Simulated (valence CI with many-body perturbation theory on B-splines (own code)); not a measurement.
**Energy levels of Tc3+**

Method: valence CI with perturbative core correlation (CI+MBPT): four valence electrons over a frozen Dirac-Fock core [Kr], a basis of 9 s, 9 p, 10 d, 8 f, 5 g, 3 h, 1 i functions for each j, with the one-electron correlation potential Σ1, the two-electron term Σ2, the three-electron term Σ3, Breit, model QED; selected CI, second order for the rest, scaled by the run's own slope (own B-spline code, finite nucleus).

No measured spectrum was set against this ion. As an estimate, terms of the open shell hold to 2 to 4 % of their energy, and close levels can change places; different configurations can be misplaced against each other by 1,000 to 8,000 cm⁻¹. Core correlation moves these levels by up to 14000 cm⁻¹, and in measured spectra 5 to 20 % of such shifts remained as error; rates that hang on mixing are uncertain with them. Among the levels kept, up to 380 cm⁻¹ of a level comes from second order outside the variational space, and about a tenth of that is noise between levels of different J, which matters for small intervals. Only levels of the ground parity were solved; by the run's estimate the other parity begins above the list, which can be wrong where configurations are misplaced.

Levels 46 to 64 of 64, with energies above the lowest level, 4d4 5D_0. "Leading %" is the weight of the configuration and term that name the level; weights of strongly mixed levels are sums over their largest components and can fall short. In the jj column 3d3/2^4 stands for four electrons in 3d with j = 3/2. Lifetimes count E1, E2, E3, M1 and M2 decay at the calculated energies, and are blank where another channel may lead or the interval is too uncertain; long ones can be off by a factor of two.

| No. | Configuration | Term | J | E (eV) | Leading % | Leading jj | g | Lifetime |
| --- | --- | --- | --- | --- | --- | --- | --- | --- |
| 46 | 4d3.5s | 3G | 3 | 10.624 | 95 | 4d3/2 4d5/2^2 5s (56 %) | 0.761 | 1.03 ms |
| 47 | 4d3.5s | 3G | 4 | 10.664 | 83 | 4d3/2^2 4d5/2 5s (54 %) | 1.043 | 988 μs |
| 48 | 4d3.5s | 3G | 5 | 10.724 | 81 | 4d3/2^2 4d5/2 5s (65 %) | 1.174 | 987 μs |
| 49 | 4d3.5s | 3H | 4 | 11.027 | 73 | 4d3/2^2 4d5/2 5s (62 %) | 0.855 | 843 μs |
| 50 | 4d3.5s | 3P | 1 | 11.043 | 54 | 4d3/2 4d5/2^2 5s (42 %) | 1.113 | 869 μs |
| 51 | 4d3.5s | 3P | 0 | 11.050 | 97 | 4d3/2^2 4d5/2 5s (77 %) |  | 911 μs |
| 52 | 4d3.5s | 3P | 2 | 11.103 | 55 | 4d3/2 4d5/2^2 5s (47 %) | 1.386 | 761 μs |
| 53 | 4d3.5s | 3H | 5 | 11.202 | 84 | 4d3/2 4d5/2^2 5s (67 %) | 1.058 | 883 μs |
| 54 | 4d3.5s | 3H | 6 | 11.215 | 98 | 4d3/2 4d5/2^2 5s (98 %) | 1.167 | 860 μs |
| 55 | 4d3.5s | 3P | 1 | 11.292 | 51 | 4d3/2 4d5/2^2 5s (34 %) | 1.137 |  |
| 56 | 4d3.5s | 3D | 3 | 11.476 | 97 | 4d3/2 4d5/2^2 5s (56 %) | 1.334 | 781 μs |
| 57 | 4d3.5s | 1G | 4 | 11.478 | 74 | 4d5/2^3 5s (53 %) | 0.973 | 682 μs |
| 58 | 4d3.5s | 3D | 2 | 11.478 | 52 | 4d3/2 4d5/2^2 5s (48 %) | 1.318 | 703 μs |
| 59 | 4d3.5s | 3P | 1 | 11.489 | 67 | 4d3/2 4d5/2^2 5s (58 %) | 1.219 |  |
| 60 | 4d3.5s | 3P | 0 | 11.539 | 97 | 4d3/2 4d5/2^2 5s (76 %) |  | 629 μs |
| 61 | 4d3.5s | 3P | 2 | 11.695 | 85 | 4d5/2^3 5s (44 %) | 1.461 | 783 μs |
| 62 | 4d3.5s | 1H | 5 | 11.796 | 96 | 4d3/2 4d5/2^2 5s (78 %) | 1.003 | 600 μs |
| 63 | 4d3.5s | 1P | 1 | 12.014 | 71 | 4d5/2^3 5s (69 %) | 1.062 | 745 μs |
| 64 | 4d3.5s | 1D | 2 | 12.106 | 90 | 4d3/2 4d5/2^2 5s (48 %) | 1.018 | 646 μs |

Names give the largest LS component (configuration and term), which can be under half, so a name can repeat, a term be missing and a line seem to break the LS rules; names also repeat where a configuration has a term twice.
